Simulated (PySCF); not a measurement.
Dipole response of I⁻ (iodine, charge -1)

[Xe], closed-shell 1S. Computed with PySCF 2.14 in x2c-QZVPPall with one added diffuse shell each of s, p, d, f type (14s10p8d5f1g, 128 functions), with the spin-free X2C one-electron Hamiltonian (Gaussian nucleus). Coupled (time-dependent) response in atomic units; α is the mean over directions.

```tsv
method	mean α (bohr³)	C₆ (like pair)	S(−4)
M06	75.83	1050	2195
```

S(−4) is the Cauchy moment in α(ω) = α(0) + S(−4) ω² + …

α(iu) at M06:

| u (hartree) | α(iu) (bohr³) |
| --- | --- |
| 0 | 75.83 |
| 0.0500 | 70.99 |
| 0.100 | 61.10 |
| 0.200 | 42.83 |
| 0.300 | 30.69 |
| 0.500 | 17.78 |
| 0.750 | 10.56 |
| 1.00 | 7.052 |
| 1.50 | 3.904 |
| 2.00 | 2.566 |
| 3.00 | 1.423 |
| 5.00 | 0.6582 |

A single London oscillator, α(iu) = α/(1 + u²/ω²), gives C₆ = (3/4) ω α². Matching the computed C₆ needs ω = 4 × 1050 / (3 × 75.83²) = 0.243 hartree.

For an ion, C₆ is the dispersion term alone; charge-induced terms of lower order in 1/R come first.
